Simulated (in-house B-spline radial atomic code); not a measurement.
Values are calculated unless marked as measured or tabulated.
**C6 from the polarisability at imaginary frequency: Al3+**

wB97X linear response of the closed shell [He] 2s2 2p6, from an all-electron radial atomic-structure program (B-spline basis); non-relativistic, point nucleus, no spin-orbit coupling.

The dispersion coefficient of two like species is C6 = (3/π) ∫ α(iu)² du from 0 to ∞.

```
u (hartree)  α(iu) (bohr³)
          0         0.2776
       0.24         0.2766
       0.56         0.2724
       0.96         0.2629
        1.6         0.2412
        2.4         0.2093
        3.6         0.1643
        5.6           0.11
          8        0.07175
         12        0.04019
         20        0.01744
         40       0.005043
```

Fit one oscillator, α(iu) = α(0)/(1 + u²/ω²), through u = 2.4 and estimate C6.

From α(0)/α(iu) − 1 = 0.2776/0.2093 − 1 = 0.3263, ω = u/√0.3263 = 4.2013 hartree (114.3 eV). London's formula gives C6 = (3/4) α(0)² ω = 0.75 × 0.2776² × 4.2013 = 0.2428 hartree·bohr⁶, and the oscillator holds f = α(0) ω² = 4.90 electrons, of a sum of oscillator strengths of 10.0.

How does that compare with the full integral?

The program's quadrature over all excitations gives C6 = 0.259, so the single oscillator is off by -6.2 %. At the last point the fit gives α = 0.00303 against 0.00504: higher excitations, and deeper shells where there are any, keep the true curve higher at large u.
